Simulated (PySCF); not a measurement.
C3H5BO, SMILES OB1C=CC1. Heavy atoms are numbered as in [OH:1][B:2]1[CH:3]=[CH:4][CH2:5]1. Hydrogens are named by the atom that carries them.

Coordinates come from a B3LYP-D3(BJ)/def2-SVP optimisation. The structure was generated by enumeration, and PubChem lists no compound with its InChIKey, so it may never have been made. One conformer was computed; it need not be the lowest.

Level of theory: PySCF with PBE/def2-TZVP.

ESP charges are fitted to the potential on shells at 1.4 to 2.0 van der Waals radii. Atomic charges (e), one atom of each kind:

| atom | Löwdin | ESP fit |
|---|---|---|
| O1 (OH) | 0.23 | -0.61 |
| B2 | -0.70 | 0.61 |
| C3 (CH) | -0.05 | -0.48 |
| C4 (CH) | -0.05 | 0.15 |
| C5 (CH2) | -0.19 | -0.64 |
| H on O1 | 0.21 | 0.40 |
| H on C3 | 0.13 | 0.18 |
| H on C4 | 0.12 | 0.08 |
| H on C5 | 0.14 | 0.16 |

Computed Mayer and Wiberg (Löwdin basis) orders of the bonds:
```
bond   Mayer  Wiberg
-----  -----  ------
O1–B2   1.43    2.06
B2–C3   1.10    1.22
C3–C4   1.78    1.87
B2–C5   0.94    1.12
C4–C5   0.99    1.16
```
